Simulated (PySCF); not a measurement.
## Working out the ionisation energy of Nb

Nb [Kr] 4d4 5s1 (6D) → Nb⁺ [Kr] 4d4 (5D). All numbers are calculated (PySCF 2.14, scalar relativity through the core potential, in aug-cc-pVTZ-PP with ECP28MDF (6s6p5d3f2g, 88 functions)). Frozen: 4s2 4p6. Energies in hartree (1 hartree = 27.21139 eV):

```json
{"part": "UHF", "Nb (lower)": "-56.149342", "Nb⁺ (upper)": "-55.929382"}
{"part": "CCSD correlation", "Nb (lower)": "-0.061020", "Nb⁺ (upper)": "-0.041182"}
{"part": "(T)", "Nb (lower)": "-0.001854", "Nb⁺ (upper)": "-0.000645"}
```

Task: What does Hartree-Fock give?

Result: (-55.929382) − (-56.149342) = 0.219960 hartree = 5.985 eV.

Task: What do CCSD and CCSD(T) give?

Result: The CCSD correlation energies differ by 0.019838 hartree = 0.540 eV and the triples by 0.001209 hartree = 0.033 eV, so CCSD gives 6.525 eV and CCSD(T) 6.558 eV.

Measured between the centres of the two terms (NIST): 6.776 eV, so CCSD(T) (valence) is off by -0.218 eV.

What remains against the reference includes basis incompleteness, the frozen core and higher excitations.
